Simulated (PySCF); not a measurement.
Consider 1,4-dibromobenzene, `Brc1ccc(Br)cc1` (C6H4Br2). Coordinates in Å; atoms count from 1 in this order:
```
Br    3.2708    0.0085   -0.0241
C     1.3861    0.0035   -0.0128
C     0.6934    1.2134    0.0045
C    -0.6993    1.2097    0.0130
C    -1.3857   -0.0038    0.0041
Br   -3.2704   -0.0088    0.0157
C    -0.6930   -1.2137   -0.0132
C     0.6996   -1.2100   -0.0217
H     1.2393    2.1581    0.0113
H    -1.2501    2.1516    0.0264
H    -1.2389   -2.1585   -0.0200
H     1.2504   -2.1519   -0.0351
```

Level of theory: ωB97X-D3(BJ)/ma-def2-TZVP single points in PySCF, grid level 2; every species was optimised with PBE0-D3(BJ)/def2-SVP. Thermal corrections: PBE0-D3(BJ)/def2-SVP frequencies, unscaled, ideal gas at 298.15 K and 1 bar, quasi-RRHO entropy.

(1) What are the vertical and the adiabatic ionisation energy for forming the radical cation?

(2) How far is −ε(HOMO) from the vertical value by ΔSCF?

## Answers

(1) 8.98 eV vertical and 8.79 eV adiabatic, the latter with zero-point energy.

(2) −ε(HOMO) = 9.18 eV, which is 0.21 eV above the ΔSCF value.

Known limits: spin-orbit coupling is left out of the energies, which matters for open shells on the heavier atoms; atoms from Ga to Kr are treated without relativity.

Differences come from unrounded values, so a last digit can differ from that of the printed terms.
